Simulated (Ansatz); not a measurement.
Molecule: 1-ethenoxy-1-fluoroethene, C$_{4}$H$_{5}$FO (charge 0, singlet). 
Coordinates optimised at B3LYP-D3(BJ)/def2-TZVP (Ansatz, an electronic-structure program):
SMILES: C=COC(=C)F
```xyz
11

C     -1.9250     0.3642    -0.4720
C     -1.3838    -0.7294     0.0369
O     -0.0392    -0.9646     0.2535
C      0.8419     0.0378     0.0659
C      1.8124     0.0425    -0.8272
F      0.6784     1.0354     0.9504
H     -1.3442     1.2285    -0.7607
H     -2.9957     0.4035    -0.6044
H     -1.9487    -1.5999     0.3367
H      2.5279     0.8489    -0.8492
H      1.8960    -0.7735    -1.5263
```
Charge 0, spin multiplicity 1.

Total electronic energies in hartree. Cores are frozen in the correlated levels unless marked. No spin-orbit coupling. Non-relativistic. CBS marks a two-point X^-3 extrapolation of the correlation energy; Hartree-Fock from the larger set. [CCSD(T)-MP2]/basis is that difference in the basis named.

```json
[
 {"level": "HF/cc-pVTZ", "program": "Ansatz", "energy (Eh)": "-328.74367"},
 {"level": "RI-HF/cc-pVTZ", "program": "Ansatz", "energy (Eh)": "-328.74353"},
 {"level": "RI-HF/cc-pVQZ", "program": "Ansatz", "energy (Eh)": "-328.76726"},
 {"level": "PBE-D3(BJ)/def2-TZVPD", "program": "Ansatz + dftd3", "energy (Eh)": "-330.20677"},
 {"level": "PBE-D4/def2-TZVPD", "program": "Ansatz + dftd4", "energy (Eh)": "-330.20669"},
 {"level": "PBE0-D3(BJ)/def2-TZVPD", "program": "Ansatz + dftd3", "energy (Eh)": "-330.21519"},
 {"level": "r2SCANh/def2-TZVPD", "program": "Ansatz", "energy (Eh)": "-330.38436"},
 {"level": "LC-wPBE-D3(BJ)/def2-TZVPD", "program": "Ansatz + dftd3", "energy (Eh)": "-330.37020"},
 {"level": "wB97X/def2-TZVPD", "program": "Ansatz", "energy (Eh)": "-330.48920"},
 {"level": "MP2/6-31G*", "program": "Ansatz", "energy (Eh)": "-329.46397"},
 {"level": "MP2/cc-pVDZ", "program": "Ansatz", "energy (Eh)": "-329.53338"},
 {"level": "RI-MP2/CBS(aug-cc-pVTZ,aug-cc-pVQZ)", "program": "Ansatz", "energy (Eh)": "-330.0348"},
 {"level": "CCSD/cc-pVDZ", "program": "Ansatz", "energy (Eh)": "-329.57736"},
 {"level": "CCSD(T)/aug-cc-pVDZ", "program": "Ansatz", "energy (Eh)": "-329.67999"},
 {"level": "RI-MP2/CBS(cc-pVTZ,cc-pVQZ)+[CCSD(T)-MP2]/cc-pVTZ", "program": "Ansatz", "energy (Eh)": "-330.1089"}
]
```

Totals of different functionals don't rank their quality; only differences between species are comparable.
